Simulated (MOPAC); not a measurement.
MOPAC input (MNDO):

```
MNDO 1SCF GEO-OK AUX(PRECISION=9) THREADS=1
Cl2Si

Si   -0.01646950 1    0.01731768 1    0.93641135 1
Cl    1.06105131 1    1.22723111 1   -0.38986665 1
Cl   -1.04748819 1   -1.24149273 1   -0.38129564 1
```

From the last part of the output:

```
                                                       MOPAC v23.2.5 Linux

          FINAL HEAT OF FORMATION =        -46.08956 KCAL/MOL =    -192.83871 KJ/MOL

          COSMO AREA              =        113.04 SQUARE ANGSTROMS
          COSMO VOLUME            =        102.72 CUBIC ANGSTROMS

          IONIZATION POTENTIAL    =          9.913475 EV
          HOMO LUMO ENERGIES (EV) =         -9.913 -1.040
          NO. OF FILLED LEVELS    =          9
          MOLECULAR WEIGHT        =         98.9915         POINT GROUP:  C2v

          MOLECULAR DIMENSIONS (Angstroms)

            Atom       Atom       Distance
           Cl     3   Cl     2     3.24663
           Si     1   Cl     2     1.32242
           Si     1   Cl     3     0.00000

          SCF CALCULATIONS        =          1

   ATOM   CHEMICAL          X               Y               Z
  NUMBER   SYMBOL      (ANGSTROMS)     (ANGSTROMS)     (ANGSTROMS)

     1      Si         -0.01646950  *   0.01731768  *   0.93641135  *
     2      Cl          1.06105131  *   1.22723111  *  -0.38986665  *
     3      Cl         -1.04748819  *  -1.24149273  *  -0.38129564  *

                             CARTESIAN COORDINATES

   1   Si       -0.016469500     0.017317680     0.936411350
   2   Cl        1.061051310     1.227231110    -0.389866650
   3   Cl       -1.047488190    -1.241492730    -0.381295640

           Empirical Formula: Si Cl2  =     3 atoms

      MOLECULAR POINT GROUP   :   C2v

                  EIGENVALUES
 -25.10447 -24.07589 -18.24040 -14.12336 -13.18213 -13.12433 -12.65644 -12.34031
  -9.91347  -1.03988   0.16669   0.34274

              NET ATOMIC CHARGES AND DIPOLE CONTRIBUTIONS

  ATOM NO.   TYPE          CHARGE      No. of ELECS.   s-Pop       p-Pop
    1         Si           1.155424        2.8446     1.84197     1.00261
    2         Cl          -0.577712        7.5777     1.99014     5.58757
    3         Cl          -0.577712        7.5777     1.99014     5.58757
 DIPOLE           X         Y         Z       TOTAL
 POINT-CHG.    -0.129     0.136     7.337     7.339
 HYBRID         0.050    -0.053    -2.847     2.848
 SUM           -0.079     0.083     4.489     4.491

          ATOMIC ORBITAL ELECTRON POPULATIONS

     Atom    s        px        py        pz
    1 Si   1.84197   0.19038   0.23091   0.58131
    2 Cl   1.99014   1.87660   1.85563   1.85534
    3 Cl   1.99014   1.88411   1.84638   1.85708

 **********************
 *                    *
 * JOB ENDED NORMALLY *
 *                    *
 **********************

 == MOPAC DONE ==
```
